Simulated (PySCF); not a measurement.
Stepwise substitution at one centre (B H-I). All species are isolated molecules in the gas phase. Strings in code marks are SMILES.

Computed with PBE-D3(BJ)/def2-TZVP in PySCF. Excitations are Tamm–Dancoff values on a coarser integration grid. The basis has no diffuse functions, so Rydberg states are missing or too high.

```json
[
 {"species": "0 of 3 H replaced by I (`B`)", "S1 excitation (TDA) (eV)": "–", "brightest of the four lowest singlets (TDA) (eV)": "–", "LUMO (eV)": "-3.06", "S1–T1 gap (TDA) (eV)": "–"},
 {"species": "1 of 3 H replaced by I (`BI`)", "S1 excitation (TDA) (eV)": "3.39", "brightest of the four lowest singlets (TDA) (eV)": "5.16", "LUMO (eV)": "-3.15", "S1–T1 gap (TDA) (eV)": "___"},
 {"species": "2 of 3 H replaced by I (`IBI`)", "S1 excitation (TDA) (eV)": "3.41", "brightest of the four lowest singlets (TDA) (eV)": "4.45", "LUMO (eV)": "___", "S1–T1 gap (TDA) (eV)": "0.17"},
 {"species": "3 of 3 H replaced by I (`IB(I)I`)", "S1 excitation (TDA) (eV)": "___", "brightest of the four lowest singlets (TDA) (eV)": "4.29", "LUMO (eV)": "-3.26", "S1–T1 gap (TDA) (eV)": "0.15"}
]
```

Question: Complete the blanks.

Answer: 
- 1 of 3 H replaced by I (`BI`), S1–T1 gap (TDA) (eV): 0.24
- 2 of 3 H replaced by I (`IBI`), LUMO (eV): -3.19
- 3 of 3 H replaced by I (`IB(I)I`), S1 excitation (TDA) (eV): 3.08
